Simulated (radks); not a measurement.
All-electron atom: Fe III in [Ar] 3d5 5f1 (not the ground configuration). Calculated with a radial shooting solver on a logarithmic mesh with Libxc functionals: scalar-relativistic Kohn-Sham, r2SCAN, spin-polarised, spherical densities, finite nucleus; open shells are filled with parallel spins first; meta-GGA in the generalised Kohn-Sham scheme; Fermi nuclear charge, rms radius 3.7377 fm. Some entries of the table are withheld. Estimate them.

| orbital | occ. | eigenvalue (eV) | r(max) (bohr) |
|---|---|---|---|
| 1s down | 1 | -7056.876 | 0.03827 |
| 1s up | 1 | -7056.836 | 0.03827 |
| 2s up | 1 | -864.1676 | 0.2222 |
| 2s down | 1 | -860.7171 | 0.2220 |
| 2p up | 3 | -739.6217 | 0.1800 |
| 2p down | 3 | -737.0018 | 0.1797 |
| 3s up | 1 | -133.7128 | 0.6980 |
| 3s down | 1 | -125.9596 | 0.7001 |
| 3p up | 3 | -98.1223 | (1) |
| 3p down | 3 | -90.4032 | (2) |
| 3d up | 5 | (3) | 0.6949 |
| 3d down | 0 | (4) | 0.7070 |
| 5f up | 1 | -4.2224 | 10.75 |

Answer. 
(1) 3p up r(max) (bohr): 0.7100
(2) 3p down r(max) (bohr): 0.7134
(3) 3d up eigenvalue (eV): -42.3424
(4) 3d down eigenvalue (eV): -34.5909
